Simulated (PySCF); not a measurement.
How methods differ on the excitation energy of Kr⁺

Kr⁺ [Ar] 3d10 4s2 4p5 (2P) → Kr⁺ [Ar] 3d10 4s1 4p6 (2S), as a difference of total energies. Calculation: PySCF 2.14, in aug-cc-pwCVTZ-PP with ECP10MDF; a scalar-relativistic core potential. Correlated levels: valence: 3s2 3p6 3d10 frozen; valence and next inner shell: nothing frozen outside the core potential. The calculations carry no spin-orbit coupling.

| method | excitation energy (eV) |
| --- | --- |
| UHF | 17.858 |
| LDA | 14.489 |
| PBE | 14.506 |
| PBE0 | 15.345 |
| r2SCAN | 15.198 |
| PW91 | 14.527 |
| MN15 | 14.881 |
| BP86 | 14.509 |
| M06 | 15.309 |
| MP2 (valence) | 15.493 |
| SCS-MP2 (valence) | 15.230 |
| MP2 (valence and next inner shell) | 15.271 |
| SCS-MP2 (valence and next inner shell) | 15.036 |

Problem. How much does correlation contribute at MP2 (valence and next inner shell)?

Solution. 15.271 − (17.858) = -2.587 eV, measured against UHF.

Errors of the correlated levels include the incompleteness of this basis and the frozen core.

Every method misses the reference by a wide margin, which points to the basis or the choice of state and not to the methods.

For comparison: 13.292 eV (measured; NIST levels, between the centres of gravity of the two terms).
